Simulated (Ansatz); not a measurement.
Consider the hydrogenolysis of a Ge–O bond: `[OH][GeH]([F])[CH2]Cl` + H₂ → `[F][GeH2][CH2]Cl` + H₂O.

Calculated with Ansatz (gas phase, PBE0-D4/def2-TZVP geometries, no zero-point term in ΔE). CCSD(T)/CBS adds triple-zeta CCSD(T) − MP2 to the extrapolated MP2 energy (def2 sets, frozen cores). This one scheme is used for every species. Functionals use def2-TZVPP. B3LYP here is the variant with VWN-RPA as its local correlation; programs differ in this. For Ge outer-core shells are correlated without core-valence functions, which leaves a few kJ/mol of doubt a bond. Scalar relativity is left out up to krypton. One conformer a species, not always the lowest.

| level | ΔE (kcal/mol) | difference from CCSD(T)/CBS |
| --- | --- | --- |
| r2SCAN-D4 | 7.8 | 1.6 |
| ωB97M-V | 6.7 | 0.5 |
| PBE | 5.5 | -0.7 |
| r2SCAN | 7.6 | 1.4 |
| B3LYP | 5.4 | -0.8 |
| HF/def2-TZVPP | 4.6 | -1.6 |
| MP2/def2-TZVPP | 8.3 | 2.1 |
| CCSD/def2-TZVPP | 6.1 | -0.1 |
| MP2/def2-QZVPP | 7.7 | 1.5 |
| MP2/CBS(def2) | 7.4 | 1.2 |
| CCSD(T)/CBS | 6.2 | 0 |

Largest T1 diagnostic among the species: 0.011.

From PBE to PBE0 (25 % exact exchange), in def2-TZVPP and without D4, ΔE moves by −0.8 kcal/mol. In def2-TZVPP, CCSD(T) changes the Hartree–Fock value by +2.3 kcal/mol (the triples alone add +0.9 kcal/mol) and MP2 by +3.6 kcal/mol.
